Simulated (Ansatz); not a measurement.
One change: `[NH2][SbH2]` becomes `[NH2][SbH][NH2]`.

Ansatz, PBE0-D4/def2-TZVP geometries, multiplicity 1. Each molecule was computed in one conformer, which needn't be the lowest.

Elements past krypton have def2 core potentials.

```csv
property,`[NH2][SbH2]`
HOMO–LUMO gap (B3LYP/def2-TZVPP) / eV,6.18
HOMO energy (PBE/def2-TZVPP) / eV,-5.96
zero-point energy (PBE0-D4/def2-TZVP) / kJ/mol,102.5
LUMO energy (B3LYP/def2-TZVPP) / eV,-0.91
HOMO energy (B3LYP/def2-TZVPP) / eV,-7.09
HOMO energy (ωB97M-V/def2-TZVPP) / eV,-9.45
```

(1) What does the change do to each property? (An estimate is asked.)

## Answers

(1) Computed: 
| property | `[NH2][SbH][NH2]` | shift |
| --- | --- | --- |
| HOMO–LUMO gap (B3LYP/def2-TZVPP) / eV | 5.83 | -0.35 |
| HOMO energy (PBE/def2-TZVPP) / eV | -5.50 | 0.46 |
| zero-point energy (PBE0-D4/def2-TZVP) / kJ/mol | 151.6 | 49.1 |
| LUMO energy (B3LYP/def2-TZVPP) / eV | -0.67 | 0.24 |
| HOMO energy (B3LYP/def2-TZVPP) / eV | -6.49 | 0.60 |
| HOMO energy (ωB97M-V/def2-TZVPP) / eV | -8.86 | 0.59 |

With PBE0 the HOMO rises by 0.63 eV and the LUMO rises by 0.24 eV, so the gap narrows by about 0.39 eV. PBE moves the HOMO by 0.46 eV and ωB97M-V by 0.59 eV. The zero-point energy changes by 49.1 kJ/mol with +6 modes.

B3LYP here is the variant with VWN-RPA as its local correlation; programs differ in this.
